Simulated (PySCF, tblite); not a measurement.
Compound: C₈H₁₄BN.
Cartesian coordinates in Å at the GFN2-xTB level; atoms count from 1:
```
atom  x, y, z in Å
C1    -1.367   -1.720   -1.564
C2    -0.856   -1.386   -0.385
C3    -0.858   -2.370    0.753
B4    -0.165    0.010   -0.109
C5     1.318    0.002    0.219
C6     2.498   -0.058    0.462
C7     3.916   -0.116    0.748
N8    -0.864    1.209   -0.155
C9    -0.257    2.498    0.083
C10   -2.275    1.323   -0.432
H11   -1.799   -2.692   -1.757
H12   -1.360   -1.037   -2.399
H13    0.163   -2.544    1.091
H14   -1.301   -3.321    0.459
H15   -1.416   -1.967    1.598
H16    4.400    0.818    0.457
H17    4.376   -0.938    0.199
H18    4.075   -0.274    1.815
H19   -0.391    3.151   -0.785
H20    0.807    2.374    0.271
H21   -0.718    2.986    0.949
H22   -2.444    1.909   -1.342
H23   -2.787    1.829    0.394
H24   -2.707    0.334   -0.566
```

Jobs on this species (24 atoms, 74 electrons) with PySCF (density fitting) and tblite. Hardware of each: one thread of an Arm Neoverse N1, shared host. Other jobs ran on the host; a repeat could differ by tens of per cent or more.

| level and settings | work | basis functions | SCF cycles | wall time |
| --- | --- | --- | --- | --- |
| GFN2-xTB | Hessian by finite differences | – | – | ? |
| PBE0/pcSseg-1 | shieldings, charges and field gradients | 240 | 14 | 1.8 min |
| GFN2-xTB | L-BFGS relaxation | – | – | 1.9 s |

Task: Fill in the missing figures.

Result: 
- GFN2-xTB; Hessian by finite differences: 1.9 s

Task: What do all jobs in the table cost together?

Result: About 1.9 min; the longest takes about 97 % of that, and about 57 times as long as the shortest.
